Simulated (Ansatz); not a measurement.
Consider the substitution at a C–Si bond: `[SiH3]C1BO1` + H–F → `FC1BO1` + SiH₄.

Gas-phase electronic energies from Ansatz, PBE0-D4/def2-TZVP geometries. CBS: MP2 limit from def2 TZ/QZ plus the TZ coupled-cluster correction, frozen cores. This one scheme is used for every species. Functionals use def2-TZVPP. HSE06 is defined as in plane-wave codes.

`[SiH3]C1BO1`:

Z-matrix (Å, degrees):
```
Si
C 1 1.867
H 1 1.487 2 107.9
H 1 1.486 2 109.4 3 119.3
H 1 1.487 2 111.7 3 -119.8
B 2 1.516 1 124.3 3 -111.5
O 2 1.527 1 115.0 3 -170.8
H 2 1.090 1 117.1 3 56.3
H 6 1.183 2 157.7 1 84.2
```

H–F:

Z-matrix (Å, degrees):
```
F
H 1 0.920
```

`FC1BO1`:

Cartesian coordinates in Å:
```
F -0.106 1.042 1.357
C 0.324 0.485 0.202
B -0.525 -0.530 -0.523
O 0.444 -0.961 0.292
H 1.236 0.969 -0.133
H -1.372 -1.006 -1.196
```

SiH₄:

Z-matrix (Å, degrees):
```
Si
H 1 1.485
H 1 1.485 2 109.5
H 1 1.485 2 109.5 3 -120.0
H 1 1.485 2 109.5 3 120.0
```

Question: Is it downhill or uphill in electronic energy at CCSD(T)/CBS, and by how much? (Estimate.)

Answer: The calculation gave: Uphill: ΔE = +15.3 kcal/mol.

Question: What do these levels give: PBE-D4, ωB97X-V, ωB97M-V, revPBE, r2SCANh, r2SCAN0, HSE06, BHLYP, LC-ωPBE, HF/def2-SVP, SCS-MP2/def2-TZVPP, CCSD(T)/def2-TZVPP? (Estimate.)

Answer: The calculation gave: PBE-D4 11.9, ωB97X-V 10.6, ωB97M-V 11.8, revPBE 10.7, r2SCANh 11.7, r2SCAN0 12.0, HSE06 11.7, BHLYP 10.1, LC-ωPBE 11.0, HF/def2-SVP 4.9, SCS-MP2/def2-TZVPP 13.9, CCSD(T)/def2-TZVPP 13.6 kcal/mol.

Largest T1 diagnostic among the species: 0.016.

Leaving LDA and LC-ωPBE aside and taking each functional with its dispersion term where it has one, the values, not all of them listed here, spread over 3.3 kcal/mol, from CAM-B3LYP-D4 to PBE-QIDH. The D4 term adds +1.7 kcal/mol with B3LYP and +0.9 kcal/mol with PBE0; it sums over pairs of atoms, weighted by their polarisabilities, and B3LYP, whose exchange is more repulsive, gets the larger term.

B3LYP here is the variant with VWN-RPA as its local correlation; programs differ in this.
